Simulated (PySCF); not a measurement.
LC-wPBE single point of doublet RhH₄ at its PBE0 minimum.

Input, equivalent to the run apart from its starting density:

```python
from pyscf import gto, scf, dft
mol = gto.M(atom='''
Rh    -0.000000     0.000000     0.000000
H      1.381684     0.958548     0.301182
H      0.953682     1.385047    -0.301182
H     -1.381023    -0.959207     0.302109
H     -0.954343    -1.384389    -0.302109''',
    basis={'Rh': 'def2-TZVP', 'H': 'def2-TZVP'},
    ecp={'Rh': 'def2-TZVP'},
    charge=0, spin=1)
mf = dft.UKS(mol, xc='LC_WPBE')
mf.grids.atom_grid = (75, 302)
aux = {'Rh': 'def2-universal-JKFIT', 'H': 'def2-universal-JKFIT'}
mf = mf.density_fit(auxbasis=aux)
mf.conv_tol = 1e-08
mf.diis_space = 10
mf.max_cycle = 60
mf.verbose = 4
mf.kernel()
```

Excerpt of the output:

```
init E= -112.919833510476
cycle= 1 E= -112.920922413858  delta_E= -0.00109  |g|= 0.0205  |ddm|= 0.067
cycle= 2 E= -112.920881763719  delta_E= 4.07e-05  |g|= 0.0262  |ddm|= 0.0256
cycle= 3 E= -112.921104375554  delta_E= -0.000223  |g|= 0.00252  |ddm|= 0.0179
cycle= 4 E= -112.921111496918  delta_E= -7.12e-06  |g|= 0.000419  |ddm|= 0.00618
cycle= 5 E= -112.921112185348  delta_E= -6.88e-07  |g|= 0.000138  |ddm|= 0.00224
cycle= 6 E= -112.921112271005  delta_E= -8.57e-08  |g|= 3.32e-05  |ddm|= 0.000822
cycle= 7 E= -112.921112276123  delta_E= -5.12e-09  |g|= 1.28e-05  |ddm|= 0.000219
Extra cycle  E= -112.921112276633  delta_E= -5.1e-10  |g|= 8.42e-06  |ddm|= 4.41e-05
converged SCF energy = -112.921112276633  <S^2> = 0.75279271  2S+1 = 2.0027908
```

With open d or f shells other occupations or spin states may lie lower.

This run, together with those of the ionised and electron-attached species (not shown), took 4.2 s on 2 threads of a shared Arm Neoverse V2 host, with 64 basis functions; the process peaked at 0.91 GiB.
